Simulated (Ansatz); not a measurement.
```yaml
crystal:
  periodic: [true, true, true]
  atoms:
    - {symbol: Al, position_ang: [-0.627798, 0.928672, -0.431023]}
    - {symbol: C, position_ang: [0.396667, 0.514351, 1.200187]}
    - {symbol: N, position_ang: [1.120321, -0.155640, 1.735640]}
    - {symbol: Sn, position_ang: [1.355971, -1.729283, -0.074807]}
    - {symbol: H, position_ang: [-2.187249, 0.624172, -0.344273]}
    - {symbol: H, position_ang: [0.006438, 2.278849, -1.087349]}
    - {symbol: H, position_ang: [0.161560, -0.243509, -1.172537]}
    - {symbol: H, position_ang: [-0.460626, -2.492623, 0.189180]}
basis:
  gaussian: {orbitals: x2c-TZVPPall}
magnetization: {spin_polarized: true, initial_magnetization: 2}
hamiltonian: {xc: {name: B97M-V}}
output: {forces: true}
```

```sh
$ ansatz run in.yaml --threads 2 --pin off --events-out ev --progress --plain --max-ram 4352MiB
```

Shortened log:

```
Error: YAML parse error: error: line 2 column 3: crystal: missing field `lattice` (a structure is typed as `lattice` and `atoms`, a molecule's as `atoms` in Å alone, or read from a run's directory, `checkpoint`)
 --> <input>:2:3
1 | crystal:
2 |   periodic: [true, true, true]
3 |   atoms:
4 |     - {symbol: Al, position_ang: [-0.627798, 0.928672, -0.431023]}
```

In this input the molecule is marked periodic without a cell. The input was rejected before any iteration.
